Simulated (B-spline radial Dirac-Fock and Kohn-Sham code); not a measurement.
ΔSCF core binding energies without Breit or QED terms, calculated with a radial atomic solver.

A sound run for the Cd atom in the configuration [Kr] 4d10 5s2: The ground state converged in 11 iterations, with total energy -5593.31918 Ha, virial ratio 1.95354 and highest orbital energy -7.66 eV. ΔSCF binding energies: K (1s) 26802.0 eV, L3 (2p3/2) 3551.7 eV, M5 (3d5/2) 411.5 eV.

A second run, with one unsound setting: The ground state converged in 11 iterations, with total energy -5592.71873 Ha, virial ratio 1.95353 and highest orbital energy -7.63 eV. ΔSCF binding energies: K (1s) 26801.3 eV, L3 (2p3/2) 3552.2 eV, M5 (3d5/2) 411.9 eV.

```
iter   energy (Ha)        error
   1    -5591.53970425  1.67e+00
   2    -5592.13420712  1.72e-01
   3    -5592.70607840  3.12e-02
   4    -5592.71826382  7.10e-03
   5    -5592.71861210  2.59e-03
   6    -5592.71871168  7.97e-04
   7    -5592.71872468  1.64e-04
   8    -5592.71872591  5.23e-05
   9    -5592.71872601  5.05e-06
  11    -5592.71872601  9.48e-08
```

Q: Which fault fits the second run best?
A. unbound anion
B. speed of light below Z
C. spline order too low
D. damping too heavy

A: C. The input had order = 3: order is too low for an accurate radial basis.
